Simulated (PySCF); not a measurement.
Te(F)2, SMILES F[Te]F, PBE0/def2-SVP optimised geometry.

```
3

Te    -0.86    -0.96     0.00
F      1.07    -0.96     0.00
F     -1.07     0.96     0.00
```

Density from PySCF 2.14.0 with PBE0/def2-TZVP, def2 effective core potentials past Kr at that geometry. The core electrons that the potentials of Te replace are not part of the density.

Minimum of the electron density along straight lines between bonded atoms, close to the bond critical point (lines longer than 1.1 times the sum of covalent radii, or with two minima, are not listed):

```
bond    length / Å  ρ at the minimum / e bohr⁻³  ∇²ρ there / e bohr⁻⁵  position (fraction from the first atom)
------  ----------  ---------------------------  --------------------  ---------------------------------------
Te1–F2       1.927                        0.128                  0.45                                     0.51
Te1–F3       1.927                        0.128                  0.45                                     0.51
```
